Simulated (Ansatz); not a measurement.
# Ligand exchange: C5H11N + C2H6MgO → C5H10O + C2H7MgN

Species: C5H11N (cyclopentylamine) `NC1CCCC1`, singlet; C2H6MgO `C[CH2][Mg][OH]`, singlet; C5H10O `OC1CCCC1`, singlet; C2H7MgN `C[CH2][Mg][NH2]`, singlet. The partners trade NH2 for OH: C–NH2 and Mg–OH bonds give way to C–OH and Mg–NH2.

Shapes, held fixed at every level: PBE0-D4/def2-TZVP. Flexible molecules stand in one conformer, not always the lowest. Programs: Ansatz 0.2.0. Electronic energies: no zero-point or thermal term.

```csv
level,kind,ΔE (kJ/mol),less CCSD(T)/def2-TZVPP
SPW92/def2-TZVPP,LDA,+68.4,-4.1
r2SCAN-D4/def2-TZVPP,meta-GGA,+72.2,-0.3
wB97X-V/def2-TZVPP,range-separated hybrid,+73.5,+1.0
B2PLYP/def2-TZVPP,double hybrid,+74.8,+2.3
CCSD(T)/def2-SVP,coupled cluster or CI,+82.2,+9.7
CCSD/def2-SVP,coupled cluster or CI,+83.6,+11.1
CCSD/def2-TZVPP,coupled cluster or CI,+74.1,+1.6
CCSD(T)/def2-TZVPP,coupled cluster or CI,+72.5,0.0
```

The highest level, CCSD(T)/def2-TZVPP, gives ΔE = +72.5 kJ/mol; the levels span +68.4 to +83.6. The column of differences is taken from that level and isn't an error. No measured value is set beside it here. Outer-core shells of Mg are correlated in most correlated rows, in sets that cover them unevenly.
